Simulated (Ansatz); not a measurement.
```yaml
crystal:
  periodic: [false, false, false]
  atoms:
    - {symbol: O, position_ang: [-1.928662, 0.917608, -1.513196]}
    - {symbol: C, position_ang: [-0.789223, 1.094518, -1.164727]}
    - {symbol: Si, position_ang: [0.343993, -0.361135, -0.586707]}
    - {symbol: Si, position_ang: [0.885047, -0.073364, 1.674648]}
    - {symbol: S, position_ang: [-0.817097, -2.105965, -0.942558]}
    - {symbol: H, position_ang: [-0.373233, 2.128229, -1.162133]}
    - {symbol: H, position_ang: [1.581375, -0.300072, -1.414754]}
    - {symbol: H, position_ang: [1.685678, -1.235601, 2.141051]}
    - {symbol: H, position_ang: [1.681792, 1.170393, 1.859982]}
    - {symbol: H, position_ang: [-0.365961, 0.019375, 2.470421]}
    - {symbol: H, position_ang: [-1.838311, -1.311083, -1.341527]}
basis:
  gaussian: {orbitals: cc-pVDZ}
hamiltonian: {xc: {name: B2PLYP}}
accuracy: high
```

```sh
$ ansatz run in.yaml --threads 4 --pin off --events-out ev --progress --plain --max-ram 10444MiB
```

It prints (some lines left out):

```
Functional definition: B2PLYP
2656 factors; integrals over basis functions are off by at most 4.0e-9 eV
mean field evaluation 1: about -29749.8200 eV, gradient 3.3e1 eV
mean field evaluation 2: about -29750.2976 eV, gradient 3.3e1 eV
mean field evaluation 4: about -29752.6371 eV, gradient 4.4e0 eV
mean field evaluation 8: about -29752.6982 eV, gradient 2.9e-1 eV
mean field evaluation 16: about -29752.6986 eV, gradient 3.5e-4 eV
mean field -29752.69858444 eV, -1093.3915058748 hartree, gradient 2.6e-8 eV, S^2 0.000000; 0 other end points of the search recorded, 0 dependent functions left out
17 core orbitals not correlated: weight in the atoms' cores, before any rotation towards them, 1.000 or more for the frozen orbitals, at most 0.000 for the correlated occupied ones
reference -29752.69861488 eV, -1093.3915069933 hartree; 15, 15 occupied and 80, 80 virtual orbitals, 2656 factors
second order -21.86173462 eV of doubles, -0.00000000 eV of singles
Total energy: -29758.60128322 eV, -1093.6084260540 hartree
```

It took 4 s on 4 threads of an Intel Xeon Platinum 8488C on a shared host, with 0.55 GiB of host memory at the peak.
